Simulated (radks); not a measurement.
Values are calculated unless marked as measured or tabulated.
Isoelectronic series with 28 electrons, each ion in its NIST ground configuration. Level of theory: non-relativistic Kohn-Sham, BLYP, spin-polarised, spherical densities, point nucleus (a radial shooting solver on a logarithmic mesh with Libxc functionals). Total energies (hartree) and mean radii <r> (bohr):

ion    configuration  E (hartree)      3d      3p
Gd36+      [Ar] 3d10  -10067.4358  0.2154  0.2442
Tb37+      [Ar] 3d10  -10416.3825  0.2110  0.2395
Dy38+      [Ar] 3d10  -10771.3320  0.2068  0.2350
Ho39+      [Ar] 3d10  -11132.2840  0.2027  0.2307
Er40+      [Ar] 3d10  -11499.2384  0.1988  0.2265
Tm41+      [Ar] 3d10  -11872.1951  0.1951  0.2224
Yb42+      [Ar] 3d10  -12251.1540  0.1915  0.2185
Lu43+      [Ar] 3d10  -12636.1150  0.1880  0.2148
Hf44+      [Ar] 3d10  -13027.0780  0.1846  0.2111
